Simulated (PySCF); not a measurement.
Species: TMS-CH2F, C4H11FSi.
Cartesian coordinates in Å at the PBE0-D3(BJ)/def2-TZVP level; atoms count from 1:
```xyz
17
C4H11FSi angstrom
C     -1.108    1.042   -1.101
Si     0.028    0.006   -0.038
C      1.423    1.051    0.641
C      0.696   -1.456   -1.001
C     -0.977   -0.687    1.417
F     -1.582    0.352    2.130
H     -0.553    1.538   -1.902
H     -1.887    0.430   -1.562
H     -1.598    1.814   -0.501
H      2.121    0.449    1.228
H      1.032    1.839    1.290
H      1.987    1.528   -0.165
H     -0.113   -2.076   -1.396
H      1.297   -1.116   -1.848
H      1.333   -2.089   -0.377
H     -0.347   -1.248    2.117
H     -1.770   -1.363    1.078
```

Level: wB97X-D/pcSseg-2 in PySCF, non-relativistic, on one gas-phase PBE0-D3(BJ)/def2-TZVP geometry that isn't relaxed in the solvent. The solvent is an IEF-PCM continuum (van der Waals radii × 1.2). The model holds no explicit solvent molecules, cavitation or dispersion.

Gas phase at wB97X-D/pcSseg-2: HOMO -9.93 eV, LUMO 2.01 eV, dipole 1.96 D.

**Question.** What does the continuum do to the energy, the frontier levels and the dipole at wB97X-D/pcSseg-2 in chloroform?

**Answer.** 
| solvent | ε | E(solvent) − E(gas) (kJ/mol) | polarisation term (kJ/mol) | distortion of the solute (kJ/mol) | HOMO (eV) | LUMO (eV) | dipole (D) |
| --- | --- | --- | --- | --- | --- | --- | --- |
| chloroform | 4.711 | -10.22 | -11.18 | 0.96 | -9.86 | 2.21 | 2.33 |

Polarisation term: ½ Σ q·V over the induced surface charges. Distortion: the rise of the solute's own energy as its density leaves the gas-phase optimum.

**Question.** Which radius a makes the point-dipole formula ΔE = −[(ε − 1)/(2ε + 1)]·μ²/a³ give the value in chloroform, with the gas-phase dipole?

**Answer.** μ = 0.769 au and |ΔE| = 0.00389 Eh give a = 2.00 Å; the farthest nucleus lies 2.68 Å from the centroid of the nuclei, so such a sphere wouldn't even hold the nuclei. The formula assumes a rigid point dipole at the centre of a sphere.

**Question.** Give the dipole vector in the frame of the coordinates (D, pointing from negative to positive charge), gas and chloroform.

**Answer.** Gas (1.03, -1.05, -1.29), solvent (1.20, -1.32, -1.50). Its length changes by +19 % and its direction by 2°.

The run took 91 s wall on an Arm Neoverse V1 with one thread, no GPU, shared host with 64 logical CPUs at a one-minute load of 12, and the process peaked at 2.1 GiB of memory. This is the whole shielding run at wB97X-D/pcSseg-2 in chloroform, SCF included.

Note: wB97X-D ran without an empirical dispersion term, which enters the total energy and its gradient alone.
